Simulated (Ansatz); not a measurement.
Reactions of BFH4O2Si, SMILES `O[SiH2]B(O)F`.

Calculated with Ansatz (gas phase, PBE0-D4/def2-TZVP geometries, no zero-point term in ΔE). CCSD(T)/CBS is the MP2 limit (def2-TZVPP, def2-QZVPP) plus CCSD(T) − MP2 in def2-TZVPP, frozen cores. This one scheme is used for every species. DFT in def2-TZVPP. For Br, Ge outer-core shells are correlated without core-valence functions, which leaves a few kJ/mol of doubt a bond. Scalar relativity is left out up to krypton. One conformer a species, not always the lowest.

```json
{"reaction": "`O[SiH2]B(O)F` + CH₃OH → `CO[SiH2]B(O)F` + H₂O", "CCSD(T)/CBS(def2) (eV)": "-0.15"}
{"reaction": "`O[SiH2]B(O)F` + `CS[SiH](F)Cl` → `O[SiH2][SiH](F)Cl` + `CSB(O)F`", "CCSD(T)/CBS(def2) (eV)": "-0.09"}
{"reaction": "`O[SiH2]B(O)F` + H–F → `O[SiH2]B(F)F` + H₂O", "CCSD(T)/CBS(def2) (eV)": "-0.09"}
{"reaction": "`O[SiH2]B(O)F` + `CS[SiH2]S` → `CSB(O)F` + `O[SiH2][SiH2]S`", "CCSD(T)/CBS(def2) (eV)": "-0.19"}
{"reaction": "`O[SiH2]B(O)F` → `OB(F)O[SiH3]`", "CCSD(T)/CBS(def2) (eV)": "?"}
{"reaction": "`O[SiH2]B(O)F` + H₂O → `OB(O)F` + `O[SiH3]`", "CCSD(T)/CBS(def2) (eV)": "?"}
{"reaction": "`O[SiH2]B(O)F` + HBr → `OB(F)Br` + `O[SiH3]`", "CCSD(T)/CBS(def2) (eV)": "-1.00"}
{"reaction": "`O[SiH2]B(O)F` + `B[CH2][GeH2][SiH3]` → `O[B](F)[GeH2][SiH3]` + `BC[SiH2]O`", "CCSD(T)/CBS(def2) (eV)": "?"}
{"reaction": "`O[SiH2]B(O)F` → `OB(O)[SiH2]F`", "CCSD(T)/CBS(def2) (eV)": "-0.28"}
{"reaction": "`O[SiH2]B(O)F` + SiH₄ → `OB(F)[SiH2][SiH3]` + H₂O", "CCSD(T)/CBS(def2) (eV)": "0.73"}
```

(1) Fill in the missing values. (Estimate.)

Largest T1 diagnostic: 0.014, for `OB(F)[SiH2][SiH3]`.

Results:

(1) The calculation gave: `O[SiH2]B(O)F` → `OB(F)O[SiH3]`: -1.61 eV; `O[SiH2]B(O)F` + H₂O → `OB(O)F` + `O[SiH3]`: -1.54 eV; `O[SiH2]B(O)F` + `B[CH2][GeH2][SiH3]` → `O[B](F)[GeH2][SiH3]` + `BC[SiH2]O`: -0.34 eV.
